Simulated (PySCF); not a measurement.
Match the calculated data to a structure.

All candidates are C5H9NO.

- UV, strongest line: among the 8 lowest singlet transitions: S3 at 6.59 eV (188 nm, f = 0.364) [TDDFT CAM-B3LYP/def2-SVPD]
- Rotational structure: rotational constants A, B, C: 7.424, 1.143, 1.054 GHz [GFN2-xTB]
- UV, first state: lowest singlet excitation: 4.94 eV (251 nm, f = 0.000) [TDDFT CAM-B3LYP/def2-SVPD]
- NMR, other nuclei: isotropic shieldings of nuclei other than C and H, by class: 153 (1 N), -48 (1 O) ppm [GIAO PBE0/pcSseg-1]
- Dipole: 3.75 D [CAM-B3LYP/def2-SVPD]
- 13C NMR: chemical shifts (computed TMS as zero) by class: 165.9 (1 C), 159.6 (1 C), 126.4 (1 C), 32.0 (1 C), 16.4 (1 C) ppm [GIAO PBE0/pcSseg-1]

The electronic properties come from PySCF, for the isolated species, density fitting. Levels stand in brackets. Geometry: GFN2-xTB, one conformer, isolated molecule. NMR classes are plain means over equivalent atoms (diastereotopic ones count apart unless rotation or inversion swaps them), as if these changed places fast.

Question: Which candidate is it?
A. `C/N=C\CCC=O`
B. `CC/C=C/C(N)=O`
C. `CC(=O)C1CNC1`
D. `C=C[C@H](C)C(N)=O`
E. `CC(=O)NC1CC1`

Answer: B. It is `CC/C=C/C(N)=O`. Numbering: `[CH3:1][CH2:2]/[CH:3]=[CH:4]/[C:5]([NH2:6])=[O:7]`. Its formula, C5H9NO, gives 2 degrees of unsaturation: 0 rings and 2 π bonds in the structure found. 5 carbons fall into 5 classes; from least to most shielded: amide carbonyl carbon [C5] (165.9 ppm), alkene CH carbon [C3] (159.6 ppm), alkene CH carbon [C4] (126.4 ppm), allylic carbon [C2] (32.0 ppm), methyl carbon [C1] (16.4 ppm). The other shieldings belong to: 153 ppm, amide nitrogen [N6]; -48 ppm, amide oxygen [O7]. The optimised geometry has point group C1 and is an asymmetric top.

The others, at the same levels:
- `CC(=O)NC1CC1` fails: it has 4 carbon classes against 5; its computed 13C shifts are 168.4 (1 C), 25.0 (1 C), 24.5 (1 C), 7.3 (2 C) ppm, rotational constant A is 6.655 GHz (against 7.424 GHz) and smallest rotational constant is 1.339 GHz (against 1.054 GHz).
- `CC(=O)C1CNC1` fails: it has 4 carbon classes against 5; its computed 13C shifts are 210.0 (1 C), 51.1 (2 C), 44.8 (1 C), 29.7 (1 C) ppm, rotational constant A is 5.300 GHz (against 7.424 GHz) and smallest rotational constant is 1.639 GHz (against 1.054 GHz).
- `C=C[C@H](C)C(N)=O` fails: its computed 13C shifts are 173.3 (1 C), 153.3 (1 C), 120.9 (1 C), 50.4 (1 C), 17.3 (1 C) ppm, rotational constant A is 3.557 GHz (against 7.424 GHz) and smallest rotational constant is 1.564 GHz (against 1.054 GHz).
- `C/N=C\CCC=O` fails: its computed lowest singlet excitation is 4.39 eV (282 nm, f = 0.000) (against 4.94 eV), strongest line among the 8 lowest singlet transitions is S7 at 7.57 eV (164 nm, f = 0.173) (against S3 at 6.59 eV) and rotational constant A is 6.995 GHz (against 7.424 GHz).

Each candidate is one conformer, not necessarily the lowest. Dipoles, sizes and rotational constants follow the conformer. The torsions of the flexible species, by atom-mapped SMILES:
- `[CH3:1][CH2:2]/[CH:3]=[CH:4]/[C:5]([NH2:6])=[O:7]`: C1–C2–C3–C4 -120°, C3–C4–C5–N6 -179°, H–N6–C5–C4 1°, H–N6–C5–C4 180°
- `[CH3:1][C:2](=[O:3])[NH:4][CH:5]1[CH2:6][CH2:7]1`: C1–C2–N4–C5 180°, C2–N4–C5–C6 -145°
- `[CH3:1][C:2](=[O:3])[CH:4]1[CH2:5][NH:6][CH2:7]1`: C1–C2–C4–C5 -179°
- `[CH2:1]=[CH:2][C@H:3]([CH3:4])[C:5]([NH2:6])=[O:7]`: C1–C2–C3–C4 -130°, C2–C3–C5–N6 -70°, H–N6–C5–C3 175°, H–N6–C5–C3 8°
- `[CH3:1]/[N:2]=[CH:3]\[CH2:4][CH2:5][CH:6]=[O:7]`: N2–C3–C4–C5 175°, C3–C4–C5–C6 173°, C4–C5–C6–O7 -2°
